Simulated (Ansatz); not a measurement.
`[Cl][Al]1[CH2][S]1` + H₂ → `[CH2]1[AlH][S]1` + HCl at 700 K and 1 bar (hydrogenolysis of the Al–Cl bond).

Computed with Ansatz on PBE0-D4/def2-TZVP structures; ΔE is electronic, products minus reactants. CCSD(T)/CBS adds triple-zeta CCSD(T) − MP2 to the extrapolated MP2 energy (def2 sets, frozen cores). This one scheme is used for every species.

```json
{"species": "`[Cl][Al]1[CH2][S]1`", "CCSD(T)/CBS energy (Eh)": "-1138.89076", "H − E (kJ/mol)": "130.4", "S (J/(mol·K))": "390.9"}
{"species": "H₂", "CCSD(T)/CBS energy (Eh)": "-1.17544", "H − E (kJ/mol)": "46.8", "S (J/(mol·K))": "155.3"}
{"species": "`[CH2]1[AlH][S]1`", "CCSD(T)/CBS energy (Eh)": "-679.63500", "H − E (kJ/mol)": "137.1", "S (J/(mol·K))": "347.9"}
{"species": "HCl", "CCSD(T)/CBS energy (Eh)": "-460.38127", "H − E (kJ/mol)": "38.4", "S (J/(mol·K))": "211.8"}
```

H − E and S are ideal-gas, rigid-rotor, harmonic terms from PBE0-D4/def2-TZVP. The MP2-based limit puts H₂ 0.8 mEh under its directly extrapolated value; such offsets cancel only in part. 1 Eh = 2625.50 kJ/mol, R = 8.31446 J/(mol·K).

Problem. By hand: ΔE, ΔH, ΔS and ΔG.

Solution. ΔE = (-679.63500) + (-460.38127) − (-1138.89076) − (-1.17544) = 0.04993 Eh = 131.1 kJ/mol. Δ(H − E) = 137.1 + 38.4 − 130.4 − 46.8 = -1.7, so ΔH = 129.4 kJ/mol. ΔS = 347.9 + 211.8 − 390.9 − 155.3 = 13.5 J/(mol·K). ΔG = 129.4 − 700 × (13.5)/1000 = 120.0 kJ/mol.

Problem. By hand: the equilibrium constant, and the temperature at which ΔG would vanish if ΔH and ΔS stayed fixed.

Solution. log₁₀ K = −ΔG/(RT ln 10) = -9.0. ΔG = 0 at ΔH/ΔS = 9585 K, far beyond where these terms or the molecules hold.

The number of gas molecules stays the same, so ΔS is small and ΔH decides. A doubt of 5 kJ/mol in ΔE shifts log₁₀ K by 0.4 here. These are equilibria of isolated gas molecules and say nothing of rates. Largest T1 diagnostic: 0.014 (customary marks: 0.02 for closed shells, 0.045 for open ones).
